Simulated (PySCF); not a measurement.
Br₃Sn (SMILES [Br][Sn+]([Br])[Br]), charge +1, singlet, geometry from GFN2-xTB (such geometries of metal compounds can be far from the true shape) (all electrons, no relativity). Base run: SCAN/STO-3G (PySCF).

Geometry (Å):
```xyz
4

Sn     0.0000     0.0000     0.0000
Br    -1.9941    -1.5474    -0.1884
Br    -0.0490     2.2695    -1.1195
Br     2.0431    -0.7221     1.3079
```
Charge +1, spin multiplicity 1.
All else is at PySCF's defaults.
Base energy -13604.58762 Eh.

Each row names what was changed in the base input (with any setting that the change needs).

```csv
change,ΔE vs base (mEh),grid points,electrons on the grid
base,0.000,83232,153.99999
"grids.atom_grid = (75, 302)",170.0,52512,154.00000
grids.level = 2,208.2,53272,154.00000
grids.prune = off,0.000,158416,153.99999
grids.radi_method = gauss_chebyshev,36.594,82320,153.99999
grids.radi_method = mura_knowles,20.342,76992,153.99999
"grids.atom_grid = (99, 590)",39.821,113784,154.00000
grids.level = 5,0.652,181216,154.00000
grids.level = 7,-6.806,350968,154.00000
"grids.atom_grid = (50, 194)",213.5,24536,154.00015
grids.prune = dft.gen_grid.treutler_prune,0.001,84168,153.99999
```
